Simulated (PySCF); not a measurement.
(2R)-1-silyloxypropan-2-ol (C3H10O2Si), SMILES [SiH3]OC[C@@H](C)O. Atoms are numbered in the order given.

```xyz
16

C     -2.2744     0.5646     0.3240
C     -1.5196    -0.4987    -0.4729
O     -1.2766    -0.0809    -1.8012
C     -0.1963    -0.8863     0.1848
O      0.6643     0.2432     0.1195
Si     2.2159     0.2832     0.7386
H     -3.1831     0.8614    -0.2195
H     -2.5643     0.1919     1.3199
H     -1.6422     1.4558     0.4617
H     -2.1378    -1.4107    -0.5423
H     -0.5642     0.5740    -1.7418
H      0.2500    -1.7339    -0.3672
H     -0.3569    -1.1994     1.2340
H      2.1994     0.0360     2.2118
H      3.0715    -0.7568     0.0925
H      2.7448     1.6400     0.4484
```

Geometry: B3LYP-D3(BJ)/def2-SVP. Other conformers were not sampled.

Two levels are set side by side: PBE/pcSseg-1 (PySCF) and HF/pcSseg-1 (PySCF). GIAO shifts against H2O (¹⁷O), TMS (²⁹Si), TMS (¹H), TMS (¹³C) at the same level; non-relativistic, no solvent, atoms listed together averaged. Differences are taken from unrounded values.

| quantity | PBE |
|---|---|
| δ(¹³C) of C1 (ppm) | 23.6 |
| δ(¹³C) of C2 (ppm) | 74.4 |
| δ(¹⁷O) of O3 (ppm) | 59.4 |
| δ(¹³C) of C4 (ppm) | 78.1 |
| δ(¹⁷O) of O5 (ppm) | 16.7 |
| δ(²⁹Si) of Si6 (ppm) | -27.6 |
| δ(¹H) of H10 (ppm) | 3.98 |
| δ(¹H) of H11 (ppm) | 1.79 |

Question: These are the PBE values. What does HF give? (The exact figures need the calculation; the answer reports its results.)

Answer: 
```csv
quantity,HF,PBE minus HF
δ(¹³C) of C1 (ppm),22.9,0.7
δ(¹³C) of C2 (ppm),62.5,11.9
δ(¹⁷O) of O3 (ppm),29.2,30.2
δ(¹³C) of C4 (ppm),66.8,11.3
δ(¹⁷O) of O5 (ppm),-20.7,37.5
δ(²⁹Si) of Si6 (ppm),-34.6,7.0
δ(¹H) of H10 (ppm),3.44,0.54
δ(¹H) of H11 (ppm),2.35,-0.55
```

Rough cost on one machine, each run with all the roots and properties that it gave: HF against PBE within a factor of 2.
